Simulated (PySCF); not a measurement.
Electron correlation in Sn (tin, neutral)

[Kr] 4d10 5s1 5p3, high-spin 5S determinant (an excited configuration). All numbers are calculated (PySCF 2.14, the spin-free X2C one-electron Hamiltonian (Gaussian nucleus), in ANO-RCC-VTZP (7s6p4d2f1g, 68 functions)). Frozen: [Ar] 3d10; 22 electrons correlated.

| level | correlation energy (mhartree) |
| --- | --- |
| CCSD | -572.03 |
| (T) | -11.03 |
| CCSD(T) | -583.06 |

Diagnostics: T1 = 0.0060, D1 = 0.0219, largest double amplitude 0.049.

Is a single reference adequate?

Yes, within this model without spin-orbit coupling: T1 lies below 0.03 and no double amplitude reaches 0.07.
